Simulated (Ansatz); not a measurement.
LiB, multiplicity 3 (lowest of 2S+1 = 1, 3 at CCSD(T)/def2-TZVPP on PBE0 minima; our sources give no spin for the ground state, which may be another), most abundant isotopes (7.0160 and 11.0093 u). Constants from fifth-degree fits in 1/R to seven points on the lowest solution found; no spin–orbit coupling, no relativity up to Kr; ω_e x_e and α_e move by some per cent with the fit.

Correlated levels freeze the inner cores; with def2 sets outer-core shells near the valence are correlated too.

Programs: Ansatz (Gaussian basis) for Hartree–Fock, density functionals and correlated methods. 

```json
[
 {"level": "PBE/def2-TZVPP", "r_e (Å)": "2.1512", "ω_e (cm⁻¹)": "520.4", "ω_e x_e (cm⁻¹)": "6.18", "α_e (cm⁻¹)": "0.0143"},
 {"level": "CCSD(T)/def2-QZVPP", "r_e (Å)": "2.1338", "ω_e (cm⁻¹)": "546.8", "ω_e x_e (cm⁻¹)": "5.53", "α_e (cm⁻¹)": "0.0129"}
]
```

D_e from total energies of the atoms and the molecule: 1.41 eV at PBE/def2-TZVPP; 1.22 eV at CCSD(T)/def2-QZVPP.

**Question.** Derive the rotational constants, the centrifugal constant, the fundamental, the zero-point energy and the force constant, and test the Morse rule for the well depth.

**Answer.** 
μ = 4.28516 u.
- PBE/def2-TZVPP: B_e = 16.8576/(μ r_e²) = 0.85006 cm⁻¹; B₀ = B_e − α_e/2 = 0.84292 cm⁻¹; D = 4B_e³/ω_e² = 9.07e-06 cm⁻¹; fundamental ω_e − 2ω_e x_e = 508 cm⁻¹; zero-point energy ω_e/2 − ω_e x_e/4 = 259 cm⁻¹; k = μ(2πcω_e)² = 68.4 N/m; a Morse well would hold ω_e²/(4ω_e x_e) = 1.36 eV against the computed D_e of 1.41 eV
- CCSD(T)/def2-QZVPP: B_e = 16.8576/(μ r_e²) = 0.86399 cm⁻¹; B₀ = B_e − α_e/2 = 0.85755 cm⁻¹; D = 4B_e³/ω_e² = 8.63e-06 cm⁻¹; fundamental ω_e − 2ω_e x_e = 536 cm⁻¹; zero-point energy ω_e/2 − ω_e x_e/4 = 272 cm⁻¹; k = μ(2πcω_e)² = 75.5 N/m; a Morse well would hold ω_e²/(4ω_e x_e) = 1.67 eV against the computed D_e of 1.22 eV

Ansatz is a first-principles code.
